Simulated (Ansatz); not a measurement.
```yaml
crystal:
  periodic: [false, false, false]
  atoms:
    - {symbol: Cl, position_ang: [0.115331, -1.163344, 1.928422]}
    - {symbol: Sn, position_ang: [0.159694, -0.051858, -0.088101]}
    - {symbol: Cl, position_ang: [0.125582, 2.202061, 0.383512]}
    - {symbol: Br, position_ang: [-1.897345, -0.600209, -1.296268]}
    - {symbol: H, position_ang: [1.546637, -0.460449, -0.968965]}
basis:
  gaussian: {orbitals: def2-SVP}
total_charge: -1
magnetization: {spin_polarized: true, initial_magnetization: 1}
hamiltonian: {xc: {name: HF}}
correlation: {active_space: {window: {electrons: 2, orbitals: 1}}}
output: {forces: true}
```

```sh
$ ansatz run in.yaml --threads 2 --pin off --events-out ev --progress --plain --max-ram 32768MiB --backend cpu
```

(1) How does Ansatz answer? (Estimate.)

Answers

(1) Computed: The input was rejected before any iteration.
```
Error: invalid value for `correlation.active_space`: it starts from restricted Hartree–Fock orbitals; set hamiltonian.xc: hf without magnetization.spin_polarized
```
